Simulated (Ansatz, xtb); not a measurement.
# C5H6BCl: which of two isomers lies lower

Structure a: `BC1=C(Cl)C=CC1`, a singlet. Structure b: `BC1=CC=C(Cl)C1`, a singlet. Both are isolated molecules in the gas phase, relaxed with PBE0-D3(BJ)/def2-SVP; the shapes shown needn't be the lowest conformers.

a (Å):

```csv
atom,x (Å),y (Å),z (Å)
C,-2.0010,0.3987,0.0662
C,-2.1203,-0.8152,-0.5693
C,-1.2434,-1.8207,0.0001
C,-0.5564,-1.2410,1.0112
C,-0.9661,0.1829,1.1392
B,-2.7454,1.6903,-0.2361
Cl,-3.1514,-1.1898,-1.8821
H,-2.5252,2.6834,0.4214
H,-3.5574,1.7363,-1.1288
H,-1.1775,-2.8503,-0.3513
H,0.1867,-1.7294,1.6441
H,-1.3691,0.4023,2.1460
H,-0.1049,0.8672,1.0199
```

b (Å):

```xyz
13

C    -1.6616    0.5610    0.4289
C    -0.5945    0.1677   -0.3433
C    -0.6495   -1.2424   -0.6481
C    -1.7679   -1.7388   -0.0572
C    -2.5015   -0.6658    0.6671
B    -1.9089    1.9768    0.9268
Cl   -2.3082   -3.3579   -0.1039
H    -2.8749    2.2478    1.6056
H    -1.1220    2.8506    0.6375
H     0.1983    0.8371   -0.6854
H     0.0682   -1.8092   -1.2403
H    -3.5315   -0.5531    0.2836
H    -2.6060   -0.9040    1.7409
```

Quicker runs give these differences E(b) − E(a): GFN2-xTB 0.000 eV; HF/STO-3G −0.002 eV (at GFN2-xTB geometries); r2SCAN-D4/def2-SVP 0.000 eV (at GFN2-xTB geometries).

Question: Estimate E(b) − E(a) at the level CCSD(T)/def2-SVP + ΔMP2/def2-TZVPP.

Answer: Too close to call at this level: CCSD(T)/def2-SVP + ΔMP2/def2-TZVPP gives E(b) − E(a) = +0.001 eV.

How the difference moves with the method:

| level | geometry | E(b) − E(a) (eV) | departure from the last row (eV) | job, with rough time for the two |
| --- | --- | --- | --- | --- |
| GFN2-xTB | GFN2-xTB | 0.000 | −0.001 | optimisation, 0.12 s |
| HF/STO-3G | GFN2-xTB | −0.002 | −0.003 | single point, 0.44 s |
| r2SCAN-D4/def2-SVP | GFN2-xTB | 0.000 | −0.001 | single point, 6.2 s |
| PBE0-D3(BJ)/def2-SVP | PBE0-D3(BJ)/def2-SVP | −0.003 | −0.003 | optimisation, 38 s |
| HF/def2-SVP | PBE0-D3(BJ)/def2-SVP | −0.019 | −0.020 | part of the CCSD(T) run |
| MP2/def2-SVP | PBE0-D3(BJ)/def2-SVP | +0.005 | +0.004 | part of the CCSD(T) run |
| CCSD(T)/def2-SVP | PBE0-D3(BJ)/def2-SVP | +0.006 | +0.005 | single point |
| CCSD(T)/def2-SVP + ΔMP2/def2-TZVPP | PBE0-D3(BJ)/def2-SVP | +0.001 |  | single point, 80 s |

As drawn, both hold the same kinds of bond in the same numbers.

The largest departure from CCSD(T)/def2-SVP + ΔMP2/def2-TZVPP is that of HF/def2-SVP, 0.020 eV. The last row adds to CCSD(T) the change of the MP2 difference between the two basis sets, here −0.005 eV.

With thermal terms from frequencies at re-optimised GFN2-xTB minima (ideal gas, soft modes damped towards free rotors, one conformer each, 298.15 K, 1 atm): on the last row, ΔE + ΔZPE = +0.002, ΔH = +0.002, ΔG = 0.000 eV.

The correlated steps freeze 11 core orbitals. Run with Ansatz 0.2.0, xtb 6.7.1; the last row on 2 threads of Arm Neoverse V2 on a shared host.
